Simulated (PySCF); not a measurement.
r2SCAN on Al⁻ (aluminium, charge -1), [Ne] 3s2 3p2, high-spin 3P determinant. Computed with PySCF 2.14 in aug-cc-pV(Q+d)Z (7s6p5d3f2g, 89 functions), with no relativity, point nucleus.

```
cycle= 1 E= -242.358352858316  delta_E= -0.00463  |g|= 0.0173  |ddm|= 6.41
cycle= 2 E= -242.358510217656  delta_E= -0.000157  |g|= 0.00943  |ddm|= 0.38
cycle= 3 E= -242.358657030458  delta_E= -0.000147  |g|= 0.00714  |ddm|= 0.0735
cycle= 4 E= -242.358753309832  delta_E= -9.63e-05  |g|= 0.000912  |ddm|= 0.0472
cycle= 5 E= -242.358755674496  delta_E= -2.36e-06  |g|= 5.2e-05  |ddm|= 0.0237
cycle= 6 E= -242.358755686236  delta_E= -1.17e-08  |g|= 2.51e-05  |ddm|= 0.00135
cycle= 7 E= -242.358755688006  delta_E= -1.77e-09  |g|= 2.96e-06  |ddm|= 0.00032
cycle= 8 E= -242.358755688035  delta_E= -2.87e-11  |g|= 6.29e-07  |ddm|= 4.26e-05
converged SCF energy = -242.358755688035  <S^2> = 2.0100275  2S+1 = 3.0066775
```

Highest occupied orbital energy: 1.179 eV; ⟨L²⟩ = 2.03; populations by l: s 5.99, p 8.00, d 0.01, f 0.00.

Question: Can this result be used?

Answer: With care. The calculation finished and met its thresholds. At r2SCAN the highest occupied level has a positive energy, so only the finite basis holds that electron; in a semilocal or global hybrid functional this comes from self-interaction and does not mean that the real anion is unbound.
